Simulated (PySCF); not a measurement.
**Radial density of W (tungsten, neutral)**

UHF, [Xe] 4f14 5d4 6s2, high-spin 5D determinant. Computed with PySCF 2.14 in aug-cc-pVTZ-PP with ECP60MDF (6s6p5d3f2g, 88 functions), with scalar relativity through the core potential. This is the valence pseudo-density: the core potential removes the inner electrons and smooths the orbitals near the nucleus.

```csv
r (bohr),4πr²ρ (e/bohr),4πr²(ρα − ρβ)
0.241,0.0002835,0.0000
0.405,0.05457,0.0017
0.680,3.626,0.1570
1.14,10.62,1.8255
1.93,3.929,2.1144
3.24,1.144,0.4859
5.45,0.1714,-0.0204
9.16,0.004473,-0.0029
15.4,1.476e-05,0.0000
```

Energies and moments cover only the electrons outside the core potential. Spin-orbit coupling, absent here, splits the open shell strongly.

Q: Where is the radial spin density 4πr²(ρα − ρβ) most negative, and why is it negative at all?

A: Around r = 5.45 bohr, down to -0.0204 e/bohr: exchange with the open shell polarises the paired shells in an unrestricted calculation.
